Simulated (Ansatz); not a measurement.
Calculated with Ansatz (gas phase, PBE0-D4/def2-TZVP geometries, no zero-point term in ΔE). CBS: MP2 limit from def2 TZ/QZ plus the TZ coupled-cluster correction, frozen cores. Functionals use def2-TZVPP. B3LYP here is the variant with VWN-RPA as its local correlation; programs differ in this. HSE06 is defined as in plane-wave codes. One conformer a species, not always the lowest.

Reaction (isomerisation): `C[SiH2][SiH](Cl)Cl` → `[SiH3]C[SiH](Cl)Cl`

`C[SiH2][SiH](Cl)Cl`:

```xyz
11

C    -0.941    0.916    1.086
Si    0.290    0.860   -0.321
Si    0.736   -1.370   -0.858
Cl    1.489   -2.312    0.811
Cl   -1.030   -2.287   -1.387
H    -0.540    0.407    1.965
H    -1.169    1.948    1.359
H    -1.871    0.421    0.799
H     1.580    1.507    0.049
H    -0.238    1.526   -1.543
H     1.695   -1.617   -1.959
```

`[SiH3]C[SiH](Cl)Cl`:

Cartesian coordinates in Å:
```
Si 0.473 -1.220 -0.993
C -0.422 0.368 -0.524
Si -0.099 0.960 1.193
Cl -0.573 -0.511 2.538
Cl -1.233 2.615 1.610
H 0.414 -1.411 -2.466
H 1.899 -1.138 -0.580
H -0.159 -2.383 -0.324
H -0.113 1.167 -1.208
H -1.500 0.226 -0.656
H 1.315 1.327 1.411
```

```csv
level,ΔE (kcal/mol),difference from CCSD(T)/CBS
LDA (SPW92),-1.7,2.1
PBE-D4,-0.2,3.6
revPBE-D4,-0.7,3.1
r2SCAN-D4,-2.5,1.3
B97M-V,-2.4,1.4
PBE0-D4,-1.4,2.4
B3LYP-D4,-2.3,1.5
r2SCANh-D4,-2.7,1.1
r2SCAN0-D4,-3.1,0.7
HSE06-D4,-1.3,2.5
BHLYP-D4,-3.5,0.3
CAM-B3LYP-D4,-3.5,0.3
ωB97X-V,-3.2,0.6
ωB97M-V,-4.6,-0.8
B2PLYP,-3.4,0.4
PBE,0.0,3.8
revPBE,0.6,4.4
BLYP,-0.9,2.9
r2SCAN,-2.5,1.3
PBE0,-1.3,2.5
B3LYP,-2.0,1.8
r2SCANh,-2.7,1.1
r2SCAN0,-3.1,0.7
HSE06,-1.2,2.6
BHLYP,-3.5,0.3
CAM-B3LYP,-3.4,0.4
LC-ωPBE,-2.9,0.9
RPA@PBE/def2-TZVPP,-4.4,-0.6
HF/def2-SVP,-4.5,-0.7
CCSD/def2-SVP,-4.1,-0.3
MP2/def2-TZVPP,-5.6,-1.8
SCS-MP2/def2-TZVPP,-5.3,-1.5
CCSD/def2-TZVPP,-4.2,-0.4
CCSD(T)/def2-TZVPP,-4.2,-0.4
HF/def2-QZVPP,-4.7,-0.9
MP2/def2-QZVPP,-5.4,-1.6
SCS-MP2/def2-QZVPP,-5.1,-1.3
HF/CBS(def2),-4.7,-0.9
MP2/CBS(def2),-5.2,-1.4
CCSD/CBS(def2),-3.8,0.0
CCSD(T)/CBS,-3.8,0
```

Largest T1 diagnostic among the species: 0.010.

Leaving LDA and LC-ωPBE aside and taking each functional with its dispersion term where it has one, the values spread over 4.4 kcal/mol, from ωB97M-V to PBE-D4. LDA lies −1.7 kcal/mol from PBE without D4. From PBE to PBE0 (25 % exact exchange), in def2-TZVPP and without D4, ΔE moves by −1.2 kcal/mol.
